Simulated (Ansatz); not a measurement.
**Reading a saddle point**

A first-order saddle point of BPH6O3, singlet, PBE0-D4/def2-TZVP, with one imaginary mode of 1307i cm⁻¹:

B1  (-0.303, 0.007, -0.449)
O2  (0.867, 1.003, -0.688)
O3  (-0.040, -1.105, -1.270)
O4  (-1.562, 0.622, -0.413)
H5  (1.216, 0.813, 0.527)
P6  (0.373, -0.193, 1.544)
H7  (1.493, 0.609, -1.309)
H8  (-0.807, -1.676, -1.337)
H9  (-1.729, 1.136, -1.207)
H10  (-0.405, 0.213, 2.642)
H11  (0.897, -1.429, 1.960)
(Å)

Computed with Ansatz 0.2.0 (basis: def2-TZVPP and def2-QZVPP); correlated methods freeze the cores. Extrapolation: Hartree–Fock as exp(−7.88 √X), correlation as X^−2.97.

Which contacts change along the imaginary mode, and what lies on either side? (A judgement: the text doesn't fix the answer.)

The calculation gives: The step is BH₃O₃ ([OH][B]([OH])[OH]) + PH₃ → BPH₄O₂ ([OH][B]([OH])[PH2]) + H₂O, with the molecules in contact on both sides. Shortening one way: B1–P6, O2–H5; lengthening the same way: B1–O2, H5–P6.
```csv
pair,one side (Å),saddle (Å),other side (Å)
B1–P6,3.78,2.11,1.93
O2–H5,5.39,1.28,0.96
B1–O2,1.37,1.56,3.75
H5–P6,1.41,1.66,3.36
```

Which side is lower, and how far does the saddle lie above each? (Judge from chemistry; the value comes from the calculation.)

Computed: The side with B1–O2, H5–P6 short is lower by 125.4 kJ/mol; the saddle lies 261.0 kJ/mol above it and 135.6 kJ/mol above the other (CCSD(T) at an estimated basis limit (MP2 extrapolated from triple and quadruple zeta, plus CCSD(T) − MP2 in triple zeta); electronic energies).

No T1 diagnostic of these runs exceeds 0.013.

Labels in which every atom is bracketed show which atoms are joined, not bond orders.

For scale, one of the runs: CCSD(T)/def2-TZVPP, 250 basis functions, launched by `ansatz run in.yaml --threads 8 --pin off --events-out ev --progress --plain --max-ram 19148MiB`. Hardware: 8 CPU threads of an Arm Neoverse V1, shared host. Wall time 100 s; peak host memory 5.6 GiB.
